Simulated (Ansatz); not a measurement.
Gas-phase electronic energies from Ansatz, PBE0-D4/def2-TZVP geometries. CBS: MP2 limit from def2 TZ/QZ plus the TZ coupled-cluster correction, frozen cores. This one scheme is used for every species, atoms too. DFT in def2-TZVPP. B3LYP here is the variant with VWN-RPA as its local correlation; programs differ in this. HSE06 is defined as in plane-wave codes. No spin–orbit coupling; open shells (•) take unrestricted orbitals. Spin–orbit coupling would lower the free atoms: a little for C, Si; strongly for Te. Elements past krypton have def2 core potentials. For Te outer-core shells are correlated without core-valence functions, so the limit isn't a true one: a few kJ/mol of doubt a bond, and 10 to 20 or more in all where bonds break to atoms. One conformer a species, not always the lowest.

`C=C[Te][SiH3]` → 2 C• + 6 H• + Si• + Te•  (atomization)

Question: What is ΔE at CCSD(T)/CBS? (Estimate.)

Answer: Computed: +812.7 kcal/mol.

Question: What do these levels give: B3LYP-D4, PBE, revPBE, HSE06, CCSD/def2-TZVPP, HF/CBS(def2)? (Best estimate.)

Answer: Computed: B3LYP-D4 809.8, PBE 814.6, revPBE 788.4, HSE06 805.0, CCSD/def2-TZVPP 776.5, HF/CBS(def2) 594.0 kcal/mol.

Largest T1 diagnostic among the species: 0.012.

From PBE to PBE0 (25 % exact exchange), in def2-TZVPP and without D4, ΔE moves by −10.4 kcal/mol: exact exchange takes away binding that semilocal exchange gives to molecules. The D4 term adds +9.4 kcal/mol with B3LYP and +4.9 kcal/mol with PBE0; it sums over pairs of atoms, weighted by their polarisabilities, and B3LYP, whose exchange is more repulsive, gets the larger term.

For atomizations the MP2-based limit and the directly extrapolated one differ by several kJ/mol either way, and by 10 to 25 for some Ge, Se and Sn compounds, so smaller differences from it don't rank the levels.
